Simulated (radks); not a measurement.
Problem. Bi IV, 80 electrons, occupied as [Hg]. Calculated with a radial shooting solver on a logarithmic mesh with Libxc functionals: non-relativistic Kohn-Sham, exchange-only B88, spin-polarised, spherical densities, point nucleus; relativity is left out, which matters for an element this heavy. Some entries of the table are withheld. Estimate them.

orbital  occ.  eigenvalue (eV)  <r^2> (bohr^2)
1s          2        -81056.08       0.0004441
2s          2        -13720.43             (1)
2p          6        -13220.85        0.005067
3s          2        -3309.860         0.04222
3p          6        -3071.344         0.03874
3d         10        -2625.889         0.02966
4s          2        -763.6231          0.1984
4p          6        -658.3590          0.2020
4d         10        -463.7377          0.2082
4f         14        -199.2818          0.2216
5s          2        -151.3634          0.9569
5p          6        -115.4244           1.099
5d         10         -56.6094             (2)
6s          2         -34.5777           5.612

Solution. 
(1) 2s <r^2> (bohr^2): 0.006880
(2) 5d <r^2> (bohr^2): 1.663
